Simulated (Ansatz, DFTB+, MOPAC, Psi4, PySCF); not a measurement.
Molecule: sulfur dioxide, SO2 (charge 0, singlet). SMILES: O=[S+][O-]
Geometry from a B3LYP-D3(BJ)/def2-TZVP (Ansatz, a quantum-chemistry and plane-wave program) optimisation:
```
S
O 1 1.4386
O 1 1.4386 2 118.87
```

Property: size of the dipole moment, in D. Conventions: LANL2DZ with its own core potentials from Na on; no spin-orbit coupling; 6-311+G** with 5d, 6d on Na to Ar in Ansatz; no dispersion term unless named; SCC-DFTB with the Slater-Koster set that CP2K ships; non-relativistic; six Cartesian d functions in 6-31G* and its kin unless marked 5d. First-principles and DFTB rows: single points at B3LYP-D3(BJ) geometries (Ansatz). Semi-empirical rows: dipoles at the shared geometry.

Measured values: NIST CCCBDB, as tabulated in the package chemicals; dipoles are vibrational averages. 

Value to compare with, the measured value: 1.63 D.

```json
[
 {"level": "PM3", "program": "MOPAC", "size of the dipole moment (D)": "2.63", "error": "1.00"},
 {"level": "PM6", "program": "MOPAC", "size of the dipole moment (D)": "3.44", "error": "1.81"},
 {"level": "SCC-DFTB", "program": "DFTB+", "size of the dipole moment (D)": "1.09", "error": "-0.54"},
 {"level": "PBE/3-21G", "program": "Ansatz", "size of the dipole moment (D)": "1.66", "error": "0.03"},
 {"level": "PBE/6-311+G**", "program": "Ansatz", "size of the dipole moment (D)": "1.75", "error": "0.12"},
 {"level": "BLYP/6-31G*", "program": "Ansatz", "size of the dipole moment (D)": "1.55", "error": "-0.08"},
 {"level": "BP86/6-31G* (5d)", "program": "PySCF", "size of the dipole moment (D)": "1.55", "error": "-0.08"},
 {"level": "B3LYP/LANL2DZ", "program": "Ansatz", "size of the dipole moment (D)": "2.39", "error": "0.76"},
 {"level": "B3LYP/6-31G*", "program": "Ansatz", "size of the dipole moment (D)": "1.73", "error": "0.10"},
 {"level": "B3LYP/6-31+G*", "program": "Ansatz", "size of the dipole moment (D)": "1.91", "error": "0.28"},
 {"level": "B3LYP/def2-SVP", "program": "Ansatz", "size of the dipole moment (D)": "1.77", "error": "0.14"},
 {"level": "wB97X-D/6-311+G**", "program": "Psi4", "size of the dipole moment (D)": "2.00", "error": "0.37"},
 {"level": "B3PW91/6-31G* (5d)", "program": "PySCF", "size of the dipole moment (D)": "1.73", "error": "0.10"}
]
```

Among the 13 habitual levels, PM6 lies farthest from the measured value (1.81 D); 10 of 13 lie above it, and their mean absolute error is 0.42 D, the median 0.14. One case shows no general order.

The levels are drawn from those run, B3LYP/6-31G* more often than the rest, none by its result; left out are runs that failed, that the program found above a lower state of the same kind, or whose <S^2> lies over 0.5 above the pure value.
